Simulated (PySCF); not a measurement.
# MHg cations for M along group 14

MP2 with double-zeta basis sets in PySCF, for the lowest determinant that a PBE0 search found; no spin–orbit coupling. De refers to high-spin ground-configuration atoms (the charge goes to the atom of lower measured ionisation energy or higher electron affinity, which is not always the lowest computed limit).

| M | basis | reference, frozen orbitals | charged atom | state (unpaired electrons) | Re (Å) | ωe (cm⁻¹) | De (eV) |
| --- | --- | --- | --- | --- | --- | --- | --- |
| C | def2-SVP | UHF, 1 | Hg+ | doublet (π ↑) | 2.182 | 399 | 1.48 |
| Si | def2-SVP | UHF, 5 | Si+ | doublet (π ↑) | 2.620 | 216 | 1.01 |
| Sn | def2-SVP | UHF, 4 | Sn+ | doublet (π ↑) | 2.940 | 100 | 0.73 |
| Pb | def2-SVP | UHF, 4 | Pb+ | doublet (π ↑) | 3.037 | 80.8 | n/a |

The shortest bond is that of HgC⁺ (2.182 Å), the longest that of HgPb⁺ (3.037 Å).

Down a group the atoms grow and get heavier, so bonds lengthen and wavenumbers fall; this series shows no clear exception.

Correlated steps freeze the inner cores (1 to 5 orbitals); shallow outer-core shells are correlated. Correlated levels converge slowly with the basis: in double zeta they bind strong bonds too weakly, by up to about 1 eV, and carry superposition errors of some tenths. These are scalar-relativistic numbers at best; spin–orbit coupling would shift them, the dissociation energy most. For an ion De counts to the pair picked by the measured ionisation energies or electron affinities, which need not be the lowest pair at this level. States were picked by a PBE0 search and need not be the measured ground states.
